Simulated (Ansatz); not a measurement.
Cost and result for the atomization energy of CH$_{9}$AlSi$_{2}$ (`[AlH2][CH2][SiH2][SiH3]`) (13 atoms, 12 bonds).

```xyz
13

Al    0.7271   -0.0345    1.6153
C     1.4322   -0.4629   -0.1835
Si    0.2742    0.3568   -1.3866
Si   -1.7650    0.0439   -0.2727
H     0.5148   -1.1862    2.6891
H     0.6940    1.4987    2.0373
H     1.4279   -1.5471   -0.3337
H     2.4574   -0.1045   -0.3191
H     0.2295   -0.1896   -2.7724
H     0.5191    1.8223   -1.4705
H    -2.4083   -1.2772   -0.4989
H    -1.3091   -0.0337    1.1851
H    -2.7937    1.1141   -0.2893
```

Total charge 0; spin multiplicity 1. Geometry: relaxed with PBE0-D4/def2-TZVP. It is one conformer, not always the lowest. Program: Ansatz. All runs use 4 threads of an Arm Neoverse V1 on a shared host. Times are those of one run each, without the atoms' runs, and a repeat can differ threefold. Electronic energies, without spin–orbit coupling; frozen cores. CCSD(T)/CBS adds CCSD(T) − MP2 in def2-TZVPP to the MP2 limit, and its time is that of the two runs behind it. T1 = 0.012. B3LYP takes the VWN-RPA correlation (the form of Gaussian; ORCA's B3LYP/G). HSE06 is the plane-wave form, built on full-range PBE exchange.

CCSD(T)/CBS is a level of theory with its own doubt, some kJ/mol a heavy atom from the limit and from the frozen cores, so smaller differences don't rank the functionals.

| level | functions | wall time |
| --- | --- | --- |
| revPBE-D4/def2-TZVPP | 283 | 2.7 s |
| BLYP-D4/def2-TZVPP | 283 | 2.9 s |
| CCSD(T)/def2-SVP | 113 | 3.5 s |
| HSE06-D4/def2-TZVPP | 283 | 4.3 s |
| B3LYP-D4/def2-TZVPP (with forces) | 283 | 7 s |
| B2PLYP/def2-TZVPP | 283 | 7 s |
| PBE-QIDH/def2-TZVPP | 283 | 7 s |
| ωB97X-V/def2-TZVPP | 283 | 11 s |
| B97M-V/def2-TZVPP | 283 | 13 s |
| ωB97M-V/def2-TZVPP (with forces) | 283 | 16 s |
| MP2/def2-QZVPP | 537 | 28 s |
| CCSD(T)/def2-TZVPP | 283 | 2.3 min |
| CCSD(T)/CBS(def2) | – | 2.7 min |

Task: What atomization energy does each give, and how far from CCSD(T)/CBS? (An estimate is asked.)

Result: The calculation gave: 
```json
{"level": "revPBE-D4/def2-TZVPP", "atomization (kcal/mol)": "923.6", "difference from CCSD(T)/CBS": "-21.7", "per bond": "-1.8"}
{"level": "BLYP-D4/def2-TZVPP", "atomization (kcal/mol)": "929.7", "difference from CCSD(T)/CBS": "-15.6", "per bond": "-1.3"}
{"level": "CCSD(T)/def2-SVP", "atomization (kcal/mol)": "888.7", "difference from CCSD(T)/CBS": "-56.6", "per bond": "-4.7"}
{"level": "HSE06-D4/def2-TZVPP", "atomization (kcal/mol)": "935.3", "difference from CCSD(T)/CBS": "-10.0", "per bond": "-0.8"}
{"level": "B3LYP-D4/def2-TZVPP (with forces)", "atomization (kcal/mol)": "942.3", "difference from CCSD(T)/CBS": "-3.0", "per bond": "-0.3"}
{"level": "B2PLYP/def2-TZVPP", "atomization (kcal/mol)": "928.3", "difference from CCSD(T)/CBS": "-17.0", "per bond": "-1.4"}
{"level": "PBE-QIDH/def2-TZVPP", "atomization (kcal/mol)": "933.6", "difference from CCSD(T)/CBS": "-11.7", "per bond": "-1.0"}
{"level": "ωB97X-V/def2-TZVPP", "atomization (kcal/mol)": "951.2", "difference from CCSD(T)/CBS": "5.9", "per bond": "0.5"}
{"level": "B97M-V/def2-TZVPP", "atomization (kcal/mol)": "955.4", "difference from CCSD(T)/CBS": "10.1", "per bond": "0.8"}
{"level": "ωB97M-V/def2-TZVPP (with forces)", "atomization (kcal/mol)": "945.2", "difference from CCSD(T)/CBS": "-0.1", "per bond": "0.0"}
{"level": "MP2/def2-QZVPP", "atomization (kcal/mol)": "929.4", "difference from CCSD(T)/CBS": "-15.9", "per bond": "-1.3"}
{"level": "CCSD(T)/def2-TZVPP", "atomization (kcal/mol)": "922.9", "difference from CCSD(T)/CBS": "-22.4", "per bond": "-1.9"}
{"level": "CCSD(T)/CBS(def2)", "atomization (kcal/mol)": "945.3", "difference from CCSD(T)/CBS": "0.0", "per bond": "0.0"}
```

Leaving LDA and LC-ωPBE aside and taking each functional with its dispersion term where it has one, the values spread over 31.7 kcal/mol, from revPBE-D4 to B97M-V. LDA lies +111.3 kcal/mol from PBE without D4, its usual overbinding. From BLYP to BHLYP (50 % exact exchange), in def2-TZVPP and without D4, the atomization energy moves by +10.4 kcal/mol. At CCSD(T), def2-SVP lies −56.6 kcal/mol from the extrapolated value and def2-TZVPP −22.4 kcal/mol: correlation converges slowly with the basis, and small sets miss more of it in the bonded molecule than in its fragments.
